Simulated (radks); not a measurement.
These are the eigenvalues of the occupied orbitals of an atom or ion with whole-number occupations (eV). Calculated with a radial shooting solver on a logarithmic mesh with Libxc functionals: Dirac Kohn-Sham, LDA (Slater exchange, Perdew-Wang correlation), spin-unpolarised, spherical densities, finite nucleus; Fermi nuclear charge, rms radius of each element as measured or else 0.836 A^(1/3) + 0.57 fm.

orbital  eigenvalue
1s1/2     -23050.09
2s1/2     -3388.806
2p1/2     -3143.724
2p3/2     -2999.344
3s1/2     -649.6758
3p1/2     -553.6619
3p3/2     -528.7918
3d3/2     -358.1536
3d5/2     -353.2401
4s1/2     -134.9958
4p1/2     -105.1771
4p3/2     -101.0028
4d3/2      -55.1038
4d5/2      -54.5605

Which element is it, and in what charge state? The configuration may be excited. Open shells, if any, are shared by 2j + 1.

Answer. Z = 45, rhodium, charge +4: Rh4+ in [Kr] 4d5. The list shows which subshells hold electrons but not how many an open one holds; the 1s level, -847.08 hartree, gives Z - s = 41.2 by -(Z - s)^2/2, which with screening and relativity narrows Z to a few neighbours, and the depths of the outer levels then fix element, charge and occupations together.
